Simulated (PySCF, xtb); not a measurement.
B(H)(Cl)(Me) (CH₄BCl), SMILES CBCl.

xtb with GFN2-xTB at its own geometry gives an orbital gap of 4.14 eV and a dipole moment of 1.70 D.

Geometry optimised at B3LYP-D3(BJ)/def2-TZVP.

Question: What does M06-2X/def2-TZVPD (PySCF) give? (Estimate from the structure and the level; the computed values follow.)

Answer: gap 9.46 eV (levels -9.78 and -0.32 eV), dipole 1.47 D.
